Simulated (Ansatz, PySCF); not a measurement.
Cl3Sc, SMILES [Sc+]([Cl])([Cl])[Cl] (connectivity only; charge and spin as stated), charge +1, multiplicity 2. Atoms are numbered in the order given.

```xyz
4

Sc    -0.1460     0.2523    -0.7029
Cl     1.8504    -0.4440     0.3331
Cl    -1.1266     2.0031     0.1771
Cl    -0.5769    -1.8105     0.3475
```
Charge +1, spin multiplicity 2.

The structure is a stationary point at B3LYP-D3(BJ)/def2-SVP. The spin state was assumed, not searched.

Two levels are set side by side: PBE-D3(BJ)/def2-SVP (Ansatz, an electronic-structure program) and B3LYP-D3(BJ)/def2-SVP (Ansatz). Each level has its own optimised geometry; the coordinates shown are those of the second. Frequencies come from the Hessian of PySCF at each geometry. Differences are taken from unrounded values.

```tsv
quantity	B3LYP-D3(BJ)	PBE-D3(BJ)	PBE-D3(BJ) minus B3LYP-D3(BJ)
mean bond length (Å)	2.300	2.298	-0.002
bond Sc1–Cl2 (Å)	2.354	2.349	-0.005
bond Sc1–Cl3 (Å)	2.191	2.194	0.003
bond Sc1–Cl4 (Å)	2.355	2.349	-0.005
highest harmonic wavenumber (cm⁻¹)	511	485	-26
mean harmonic wavenumber (cm⁻¹)	253	246	-6
zero-point energy (kcal/mol)	2.17	2.11	-0.05
```
